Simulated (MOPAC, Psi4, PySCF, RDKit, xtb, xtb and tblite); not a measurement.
Two geometries of CH6B2O2, SMILES OB(CB)O, relaxed at GFN2-xTB with one dihedral held; other torsions can differ between them too.

Structure A

```
11

B      1.5567    -0.0201    -0.6814
C      0.5795    -0.5179     0.4282
B     -0.9475    -0.3945    -0.0605
O     -1.7811     0.4214     0.6139
O     -1.4457    -1.0787    -1.1262
H      2.2882     0.8729    -0.4955
H      1.5865    -0.5721    -1.7167
H      0.7000    -0.0107     1.3814
H      0.7400    -1.5861     0.5946
H     -2.6742     0.4470     0.2671
H     -0.8225    -1.6235    -1.6032
```

Structure B

```
11

B      1.6253    -0.0677    -0.6833
C      0.5307    -0.4591     0.3638
B     -0.8046    -1.1261    -0.2147
O     -2.0000    -0.6398     0.1797
O     -0.8005    -2.1727    -1.0866
H      2.3453     0.8337    -0.4906
H      1.7994    -0.7334    -1.6338
H      0.2904     0.3452     1.0561
H      1.0080    -1.2400     0.9685
H     -2.7517    -1.0883    -0.2104
H      0.0622    -2.4672    -1.3732
```

Question: Which is lower in energy at the level DF-MP2 (frozen core)/cc-pVTZ // GFN2-xTB in Psi4, and by how much?

Answer: A is lower, by 1.14 kcal/mol (dihedral H6–B1–C2–B3: 120° in A, 150° in B).

E(B) − E(A) in kcal/mol at the other levels, on the same two geometries: GFN2-xTB (xtb and tblite) 1.28; PBE/def2-TZVP // GFN2-xTB (Psi4) 1.26; PBE-D3(BJ)/def2-TZVP // GFN2-xTB (Psi4) 1.28; wB97M-V/def2-TZVP // GFN2-xTB (Psi4) 1.04; HF/cc-pVTZ // GFN2-xTB (Psi4) 0.70; UFF // GFN2-xTB (RDKit) 1.28; PM7, restricted, heats of formation // GFN2-xTB (MOPAC) 0.92; PM6, restricted, heats of formation // GFN2-xTB (MOPAC) 0.56; GFN1-xTB // GFN2-xTB (xtb) 1.33; restricted B3LYP/6-31G*, spherical d // GFN2-xTB (PySCF) 1.21; restricted B3LYP/LANL2DZ // GFN2-xTB (PySCF) 1.07; restricted Hartree-Fock/STO-3G // GFN2-xTB (PySCF) 1.15; restricted B3LYP/3-21G // GFN2-xTB (PySCF) 1.32.
